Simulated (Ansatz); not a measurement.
Molecule: C2H7Ge, charge 0, multiplicity 2. It need not be the lowest isomer of its formula. 
Geometry from a B3LYP-D3(BJ)/def2-TZVP (Ansatz, an electronic-structure program) optimisation:
SMILES: [CH3][GeH2][CH2]
```xyz
10

C     -1.6453    -0.6967     0.0449
Ge    -0.0281     0.3527    -0.0701
C      1.5683    -0.7654     0.2346
H     -2.1019    -1.1519    -0.8256
H     -2.1379    -0.8947     0.9894
H      0.0609     0.9941    -1.4705
H     -0.0696     1.4692     0.9948
H      1.5209    -1.2224     1.2225
H      2.4693    -0.1553     0.1701
H      1.6208    -1.5541    -0.5152
```
Charge 0, spin multiplicity 2.

Quantity: atomisation energy (electronic, to ground-state atoms), in kJ/mol. Correlated levels leave the core frozen unless marked. UHF or UKS for open shells. Spin-orbit coupling is left out. Frozen are the shells of the preceding noble gas and the d and f shells that filled before the atom's block. No relativistic terms. The coupled-cluster limit lacks core correlation, which all-electron functionals hold. Basis-set limits of correlation are two-point, X^-3; Hartree-Fock from the larger set.

| level | program | atomisation energy (kJ/mol) |
|---|---|---|
| revPBE-D4/def2-TZVPD | Ansatz + dftd4 | 3261.6 |
| revPBE/def2-TZVPD | Ansatz | 3215.3 |
| PBE0-D4/def2-TZVPD | Ansatz + dftd4 | ? |
| wB97M-V/def2-TZVPD | Ansatz | 3292.5 |
| CCSD/aug-cc-pVDZ | Ansatz | 3069.1 |
| CCSD(T)/CBS(aug-cc-pVTZ,aug-cc-pVQZ) | Ansatz | 3295.9 |

**Question.** Some entries are withheld; supply them.

**Answer.** 
- PBE0-D4/def2-TZVPD, atomisation energy (kJ/mol): 3304.1
